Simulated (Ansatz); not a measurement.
Consider the ligand exchange at a Mg–N bond: `[NH2][Mg][N]([SiH3])[SiH3]` + HCl → `[SiH3][N]([SiH3])[Mg][Cl]` + NH₃.

Program: Ansatz. Geometries: PBE0-D4/def2-TZVP. ΔE: electronic, gas phase. CBS: MP2 limit from def2 TZ/QZ plus the TZ coupled-cluster correction, frozen cores. This one scheme is used for every species. For Mg outer-core shells are correlated without core-valence functions, which leaves a few kJ/mol of doubt a bond. Each species was taken in one conformer, which may not be the lowest.

`[NH2][Mg][N]([SiH3])[SiH3]`:

```xyz
13

N     1.816    1.760   -2.037
Mg    0.767    0.742   -0.860
N    -0.310   -0.301    0.347
Si   -1.594   -1.187   -0.345
Si    0.121   -0.241    1.997
H     1.726    1.793   -3.041
H     2.575    2.374   -1.783
H    -2.942   -0.784    0.152
H    -1.478   -2.663   -0.159
H    -1.566   -0.920   -1.822
H     1.309    0.671    2.107
H     0.522   -1.560    2.566
H    -0.946    0.314    2.880
```

HCl:

Cartesian coordinates in Å:
```
Cl -0.355 0.443 -0.295
H 0.355 -0.443 0.295
```

`[SiH3][N]([SiH3])[Mg][Cl]`:

```xyz
11

Si   -0.461    1.287    0.943
N     0.098    0.029   -0.074
Si   -0.538   -1.558   -0.174
Mg    1.576    0.428   -1.213
Cl    3.260    0.885   -2.509
H    -0.350    0.970    2.395
H     0.406    2.481    0.672
H    -1.872    1.685    0.675
H    -0.440   -2.320    1.103
H     0.279   -2.286   -1.201
H    -1.960   -1.601   -0.616
```

NH₃:

```xyz
4

N    -0.233   -0.076    0.138
H    -0.165    0.929    0.044
H     0.605   -0.388    0.614
H    -0.206   -0.465   -0.796
```

| species | MP2/def2-SVP energy (Eh) |
| --- | --- |
| `[NH2][Mg][N]([SiH3])[SiH3]` | -891.36301 |
| HCl | -460.08324 |
| `[SiH3][N]([SiH3])[Mg][Cl]` | -1295.16792 |
| NH₃ | -56.33509 |

(1) Work out ΔE.

Largest T1 diagnostic among the species: 0.010.

Answers

(1) ΔE = (-1295.16792) + (-56.33509) − (-891.36301) − (-460.08324) = -0.05676 Eh = -149.0 kJ/mol. CCSD(T)/CBS gives -142.3 kJ/mol.

From PBE to PBE0 (25 % exact exchange), in def2-TZVPP and without D4, ΔE moves by −6.6 kJ/mol. Leaving LDA and LC-ωPBE aside and taking each functional with its dispersion term where it has one, the values, not all of them listed here, spread over 13.6 kJ/mol, from BHLYP-D4 to BLYP-D4. LDA lies +6.4 kJ/mol from PBE without D4.
